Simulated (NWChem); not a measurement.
System: 2-butanone (C4H8O); SMILES CCC(C)=O

The following NWChem deck was run.

```
start job
memory heap 200 mb stack 900 mb global 1100 mb
geometry units angstroms noautosym nocenter noautoz
  C      0.045208     1.865985     0.444792
  C     -0.089192     0.827613    -0.681308
  C     -0.174494    -0.586526    -0.108400
  C      1.143478    -1.310704     0.110474
  O     -1.247876    -1.090315     0.181496
  H      0.084876     2.894199     0.033898
  H      0.966682     1.708532     1.042467
  H     -0.820378     1.805740     1.134367
  H     -1.023022     1.009185    -1.250158
  H      0.770647     0.911226    -1.379395
  H      1.883498    -0.657904     0.618036
  H      1.583161    -1.578062    -0.874275
  H      0.978768    -2.232359     0.697449
end
basis spherical
  C library def2-svp
  O library def2-svp
  H library def2-svp
end
dft
  xc m05-2x
  iterations 150
end
cosmo
  dielec 3.9
end
task dft energy
```

Structure relaxed at the PBE-D3(BJ)/def2-SVP level. No frequency run checked for a minimum.

Level: M05-2X/def2-SVP with COSMO at NWChem's default radii, gas-phase geometry; the question gives the dielectric constant.

Give the results of this calculation. (M05-2X/def2-SVP, COSMO on the gas-phase geometry.) Quantities: electrostatic solvation energy (kcal/mol); dipole in solution (D).


```json
{
 "electrostatic solvation energy (kcal/mol)": "-4.2",
 "dipole in solution (D)": "3.67"
}
```
